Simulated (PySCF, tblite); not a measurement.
C5H2ClFOS.
SMILES with atom numbers: `[O:1]=[C:2]([Cl:3])[c:4]1[s:5][cH:6][cH:7][c:8]1[F:9]` (hydrogens: H10 on C6; H11 on C7)

Computed geometry: GFN2-xTB, gas phase.

**Question.** What internal coordinates does the optimisation give?

**Answer.** 
```csv
bond,length (pm),order
O1=C2,118.7,double
C2–Cl3,178.5,single
C2–C4,144.0,single
C4–S5,173.0,aromatic
S5–C6,170.7,aromatic
C6–C7,136.4,aromatic
C7–C8,140.4,aromatic
C8–F9,132.6,single
C4–C8,138.5,aromatic
C6–H10,107.2,single
C7–H11,107.4,single
```

Orders are formal, as drawn. A selection of angles:
```csv
angle,degrees
O1–C2–Cl3,120.3
O1–C2–C4,128.6
Cl3–C2–C4,111.2
C2–C4–S5,122.9
C2–C4–C8,127.0
S5–C4–C8,110.1
C4–S5–C6,91.4
S5–C6–C7,113.2
C6–C7–C8,111.3
C7–C8–F9,122.5
C4–C8–C7,113.9
C4–C8–F9,123.5
```

Dihedral angles: O1–C2–C4–S5 180° (antiperiplanar).

The 5-membered ring C4–S5–C6–C7–C8 has internal angles of 91.4° to 113.9° (sum 540°, against 540° for a flat polygon); it is planar, 0.00 Å rms from its mean plane, widest ring torsion 0°. The C–C distances run from 1.364 Å (C6–C7, aromatic) to 1.440 Å (C2–C4, drawn single), a spread of 0.076 Å. Of the pairs four or more bonds apart, O1···F9 is among the closest relative to their van der Waals radii: 2.94 Å, 98 % of the sum of Bondi's values. The 9 heavy atoms lie in one plane (0.001 Å rms). The 2 C–S bonds span 1.707 Å (S5–C6, aromatic) to 1.730 Å (C4–S5, aromatic), a spread of 0.023 Å.

Point group: Cs (tolerance 0.08 Å). Its GFN2-xTB frequencies are all real (lowest 48 cm⁻¹). The numbers are those of one conformer.
